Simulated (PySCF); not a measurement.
System: C4H3O2, net charge -1, singlet state. It need not be the lowest isomer of its formula. Whether it binds its extra electron was not tested at this geometry. SMILES: c1(occc1)[O-]
Geometry: optimised at B3LYP-D3(BJ)/def2-TZVP (Ansatz).

Dispersion corrections to the total energy (kcal/mol) from the dftd3 and dftd4 libraries through PySCF: D3(BJ) without and D4 with the three-body term, each with the damping fitted for the functional named.

```csv
functional,D3(BJ),D4
HF,-38.73,-20.53
BHLYP,…,-5.76
r2SCAN,-1.16,-1.27
CAM-B3LYP,-3.24,…
B3LYP,-7.57,-8.35
LC-wPBE,-3.97,…
BLYP,-9.32,-11.84
```

### Question
Fill in the missing entries.

### Answer

- BHLYP, D3(BJ): -5.83
- CAM-B3LYP, D4: -4.30
- LC-wPBE, D4: -5.74
